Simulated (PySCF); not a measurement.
Excitations are Tamm–Dancoff values on a coarser integration grid. The basis has no diffuse functions, so Rydberg states are missing or too high.

Cartesian coordinates (Å):
```xyz
14

B      2.3107    -0.5652     0.2178
C      0.9463    -1.1196    -0.0712
C     -0.2383    -0.4202    -0.0599
N     -1.4119    -1.0134    -0.3758
C     -0.2916     1.0092     0.2525
C     -1.3306     1.8087     0.0275
H      2.4942     0.5786     0.5300
H      3.2704    -1.2812     0.1498
H      0.8465    -2.1762    -0.3244
H     -1.4257    -2.0080    -0.5150
H     -2.2798    -0.5778    -0.1236
H      0.6158     1.4108     0.6824
H     -2.2468     1.4729    -0.4473
H     -1.2867     2.8591     0.2874
```
Charge 0, multiplicity 1.

What is the computed S1–T1 gap (TDA), total energy and dipole moment (PBE0-D4/def2-TZVP run with PySCF)?


```
Item                    Value
---------------  ------------
S1–T1 gap (TDA)       2.03 eV
total energy     -236.5963 Ha
dipole moment          4.23 D
```
